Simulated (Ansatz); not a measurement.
Cu₄Te₂⁺, relaxed as a doublet with UKS PBE-D4/def2-SVP in Ansatz, starting from the GFN1-xTB geometry. Force threshold 0.02 eV/Å.

In the def2 sets Te takes a core potential; there is no spin–orbit coupling. The relaxation made no stability test and no search for a lower SCF solution. No other spin state of charge 1 was run. Another isomer (doublet) lies 0.63 eV lower at PBE0-D4/def2-SVP; other spin states weren't run for this one.

Start:

```xyz
6

Cu    0.8852   -0.0491    0.7541
Cu   -0.8706    0.1706   -0.8783
Cu   -2.8098    1.2177    0.0618
Cu    2.5608   -1.7128    0.4150
Te   -0.7071    1.8957    0.9867
Te    0.9414   -1.5221   -1.3392
```

```
step   energy (eV)  largest force component (eV/Å)  SCF passes
   1  -193095.9105                           0.597          52
   2  -193095.9804                           0.189          33
   3  -193095.9919                           0.058          31
   4  -193096.0264                           0.090          37
   5  -193096.0616                           0.217          38
   6  -193096.0988                           0.248          38
   7  -193096.1456                           0.207          38
   8  -193096.1994                           0.209          37
   9  -193096.2607                           0.175          36
  10  -193096.3115                           0.075          35
  11  -193096.3448                           0.091          37
  12  -193096.3779                           0.149          38
  13  -193096.4214                           0.156          37
  14  -193096.4862                           0.200          35
  15  -193096.5844                           0.296          35
  16  -193096.7059                           0.304          35
  17  -193096.7902                           0.092          36
  18  -193096.8436                           0.173          33
  19  -193096.8698                           0.148          33
  20  -193096.8833                           0.034          31
  21  -193096.8839                           0.009          26
```

Force components are those of the run's own axes.

End:

| atom | x (Å) | y (Å) | z (Å) |
| --- | --- | --- | --- |
| Cu1 | 1.0485 | 0.6009 | 0.6025 |
| Cu2 | -0.7150 | 0.0022 | -1.1455 |
| Cu3 | -1.3117 | -0.0764 | 1.3317 |
| Cu4 | 0.2665 | -1.8142 | 0.3704 |
| Te5 | -0.9729 | 2.1308 | 0.2564 |
| Te6 | 1.6847 | -0.8432 | -1.4155 |

Bonds formed: Cu3–Cu4 (atoms count from 1). Metal–metal contacts that move far: Cu2–Cu4 4.12 to 2.56 Å, Cu1–Cu3 3.97 to 2.56 Å.

No frequencies were taken in this run, so the end may be a saddle point.

Hardware: 4 threads of Arm Neoverse V1 on a shared host. Wall time 2.3 min.
